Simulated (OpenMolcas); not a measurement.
Pt6+ (d4) among equal point charges was computed by CASSCF with the d shell active (OpenMolcas, ANO-RCC-VDZP on the metal). Its lowest spin-free states, and all those of the highest spin:

```tsv
2S+1	Degeneracy	E (cm-1)
5	2	0.0
5	1	433.6
5	2	6556
3	2	20938
3	2	21111
3	1	21550
3	1	21551
3	1	21930
3	2	22498
3	2	22531
3	2	23502
3	2	25323
```

Is the site octahedral, tetrahedral or cube-like, axial, or of lower symmetry?

The states with 2S+1 = 5 have orbital degeneracies 2, 1, 2. There are pairs but no triples, so the site is axial: not cubic, but with a proper or improper axis of order three or more. The run had Pt6+ among 6 point charges of -1.2 e arranged as a trigonal prism (D3h), 2.09 Å from the ion, with a polar angle of 44.7° against the regular 49.1°.

Spin-orbit coupling mixes the spin-free states strongly: the lowest level takes only 32 % from its leading state, 5E. Without dynamic correlation the repulsion within the d shell is too large (B by tens of per cent), so at a given field states of lower spin stand too high. Point charges give a weaker field than real ligands, and real ions of this kind are as a rule low spin; the high spin found here belongs to the model. This is an electrostatic model: the charges have no orbitals. No measured value stands beside these numbers.
